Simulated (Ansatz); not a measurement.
Reaction (ligand exchange at a Ge–N bond): `C[N]([GeH3])BF` + `[CH3][Al]([OH])[F]` → `[CH3][Al]([F])[O][GeH3]` + `CNBF`

Program: Ansatz. Geometries: PBE0-D4/def2-TZVP. ΔE: electronic, gas phase. CCSD(T)/CBS is the MP2 limit (def2-TZVPP, def2-QZVPP) plus CCSD(T) − MP2 in def2-TZVPP, frozen cores. This one scheme is used for every species. Functionals use def2-TZVPP. B3LYP here is the variant with VWN-RPA as its local correlation; programs differ in this. For Ge outer-core shells are correlated without core-valence functions, which leaves a few kJ/mol of doubt a bond. Scalar relativity is left out up to krypton. Each species was taken in one conformer, which may not be the lowest.

```tsv
level	ΔE (kJ/mol)	difference from CCSD(T)/CBS
r2SCAN-D4	-36.5	-5.4
PBE0-D4	-34.3	-3.2
B3LYP-D4	-37.9	-6.8
ωB97X-V	-37.2	-6.1
ωB97M-V	-34.8	-3.7
B2PLYP	-39.9	-8.8
PBE	-35.2	-4.1
PBE0	-37.3	-6.2
HF/def2-TZVPP	-56.0	-24.9
MP2/def2-TZVPP	-30.1	1.0
SCS-MP2/def2-TZVPP	-35.9	-4.8
CCSD(T)/def2-TZVPP	-32.6	-1.5
HF/def2-QZVPP	-57.4	-26.3
MP2/def2-QZVPP	-29.7	1.4
MP2/CBS(def2)	-28.6	2.5
CCSD/CBS(def2)	-33.9	-2.8
CCSD(T)/CBS	-31.1	0
```

Largest T1 diagnostic among the species: 0.012.

In def2-TZVPP, CCSD(T) changes the Hartree–Fock value by +23.4 kJ/mol (the triples alone add +2.9 kJ/mol) and MP2 by +25.9 kJ/mol. The D4 term adds +6.0 kJ/mol with B3LYP and +3.1 kJ/mol with PBE0; it sums over pairs of atoms, weighted by their polarisabilities, and B3LYP, whose exchange is more repulsive, gets the larger term.
